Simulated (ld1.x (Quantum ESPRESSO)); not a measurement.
# Plane-wave convergence, ultrasoft potential for Rb (Z = 37)

* Element: rubidium
* Generator: ld1.x (Quantum ESPRESSO) 7.5
* Type: ultrasoft
* Functional: PBE
* Relativity: fully relativistic
* Frozen core: [Ar] 3d10
* Valence charge: 9
* Reference configuration: 4s2 4p6 4d0 5s0.5 5p0 (charge +0.5)
* Partial waves: 4s (bound): rcut 2.00, rcutus 2.70 bohr; 5s (bound): rcut 2.00, rcutus 2.70 bohr; 4p (bound): rcut 2.55, rcutus 3.20 bohr; 5p (bound, empty): rcut 2.55, rcutus 3.20 bohr; 4d (bound, empty): rcut 3.50, rcutus 4.25 bohr; 4d channel at 1.5 Ry: rcut 3.50, rcutus 4.25 bohr
* Local potential: all-electron potential smoothed inside 4.20 bohr (lloc = -1)
* Core correction: a·sin(br)/r model core inside 2.54 bohr
* Augmentation charge: PSQ, inside the norm-conserving radii

Open shells are filled in proportion to 2j + 1 (rel_dist='average').

The pseudo-atom Hamiltonian at the reference potential is diagonalised in spherical Bessel functions j_l(qr) that vanish at 20 bohr, with q² up to the cutoff. All-electron valence levels (Ry): 4s -2.5388, 5s -0.3029, 4p1/2 -1.4114, 5p1/2 -0.1676, 4p3/2 -1.3466, 5p3/2 -0.1641, 4d3/2 -0.1218, 4d5/2 -0.1206.

How do the lowest levels (Ry) of each channel move with the cutoff, and are there ghosts?

```tsv
cutoff (Ry)	s #1	s #2	p1/2 #1	p1/2 #2	p3/2 #1	p3/2 #2	d3/2 #1	d5/2 #1	d5/2 #2	f #1	f #2	Σ f·Δε (mRy)
8	-2.5384	-0.2833	-1.4110	-0.1503	-1.3463	-0.1488	-0.1218	-0.1206	-0.0155	0.0115	0.1211	12.5
10	-2.5385	-0.2970	-1.4112	-0.1592	-1.3464	-0.1569	-0.1218	-0.1207	-0.0155	0.0115	0.1211	4.8
12	-2.5386	-0.3021	-1.4112	-0.1663	-1.3465	-0.1630	-0.1218	-0.1207	-0.0155	0.0115	0.1211	1.5
15	-2.5388	-0.3029	-1.4113	-0.1673	-1.3465	-0.1638	-0.1218	-0.1207	-0.0155	0.0115	0.1211	0.3
18	-2.5388	-0.3029	-1.4113	-0.1675	-1.3465	-0.1640	-0.1218	-0.1207	-0.0155	0.0115	0.1211	0.2
21	-2.5388	-0.3030	-1.4114	-0.1676	-1.3466	-0.1641	-0.1218	-0.1207	-0.0155	0.0115	0.1211	0.1
400	-2.5388	-0.3031	-1.4114	-0.1677	-1.3466	-0.1641	-0.1218	-0.1207	-0.0155	0.0115	0.1211	0.0
```

Result: no extra level below or beside the all-electron valence levels (s, p1/2, p3/2, d3/2, d5/2, f tested); 10 mRy is reached at 10 Ry and 1 mRy at 15 Ry.

Test run stopped at test 3 of 7 (negative rho), 2 before it not solved.
